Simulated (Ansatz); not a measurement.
Reaction (formal exchange of groups at the Se–Si bond): `[SiH3][SeH]` + `[F][AlH2]` → `[F][AlH][SeH]` + SiH₄

Isolated molecules relaxed with PBE0-D4/def2-TZVP in Ansatz; ΔE leaves out vibrations. CBS: MP2 limit from def2 TZ/QZ plus the TZ coupled-cluster correction, frozen cores. This one scheme is used for every species. DFT in def2-TZVPP. HSE06 is defined as in plane-wave codes. For Se outer-core shells are correlated without core-valence functions, which leaves a few kJ/mol of doubt a bond. Scalar relativity is left out up to krypton. One conformer a species, not always the lowest.

`[SiH3][SeH]`:

```xyz
6

Si   -0.054   -0.059    0.570
Se   -0.525    0.764   -1.502
H    -0.285   -1.523    0.639
H    -0.990    0.644    1.480
H     1.348    0.230    0.962
H     0.508   -0.056   -2.149
```

`[F][AlH2]`:

Cartesian coordinates in Å:
```
F -1.446 0.406 -0.536
Al 0.050 -0.014 0.019
H 0.999 -0.770 -0.987
H 0.397 0.379 1.504
```

`[F][AlH][SeH]`:

```xyz
5

F     2.059   -0.716   -0.076
Al    0.588   -0.006   -0.282
Se   -1.026   -0.573    1.259
H     0.365    0.987   -1.477
H    -1.986    0.307    0.576
```

SiH₄:

Cartesian coordinates in Å:
```
Si 0.000 0.000 0.000
H -0.358 -1.377 -0.422
H 0.457 0.776 -1.180
H 1.090 -0.058 1.006
H -1.189 0.660 0.596
```

```json
{"level": "r2SCAN-D4", "ΔE (kJ/mol)": "-69.8", "difference from CCSD(T)/CBS": "-2.7"}
{"level": "PBE0-D4", "ΔE (kJ/mol)": "-66.1", "difference from CCSD(T)/CBS": "1.0"}
{"level": "ωB97X-V", "ΔE (kJ/mol)": "-64.9", "difference from CCSD(T)/CBS": "2.2"}
{"level": "revPBE", "ΔE (kJ/mol)": "-65.6", "difference from CCSD(T)/CBS": "1.5"}
{"level": "HSE06", "ΔE (kJ/mol)": "-66.8", "difference from CCSD(T)/CBS": "0.3"}
{"level": "CAM-B3LYP", "ΔE (kJ/mol)": "-67.3", "difference from CCSD(T)/CBS": "-0.2"}
{"level": "RPA@PBE/def2-TZVPP", "ΔE (kJ/mol)": "-66.6", "difference from CCSD(T)/CBS": "0.5"}
{"level": "MP2/def2-TZVPP", "ΔE (kJ/mol)": "-68.1", "difference from CCSD(T)/CBS": "-1.0"}
{"level": "SCS-MP2/def2-TZVPP", "ΔE (kJ/mol)": "-67.3", "difference from CCSD(T)/CBS": "-0.2"}
{"level": "HF/CBS(def2)", "ΔE (kJ/mol)": "-67.6", "difference from CCSD(T)/CBS": "-0.5"}
{"level": "CCSD(T)/CBS", "ΔE (kJ/mol)": "-67.1", "difference from CCSD(T)/CBS": "0"}
```

Largest T1 diagnostic among the species: 0.012.

At CCSD(T), def2-SVP lies −6.5 kJ/mol from the extrapolated value and def2-TZVPP −1.9 kJ/mol. Leaving LDA and LC-ωPBE aside and taking each functional with its dispersion term where it has one, the values, not all of them listed here, spread over 11.0 kJ/mol, from r2SCAN-D4 to B97M-V.
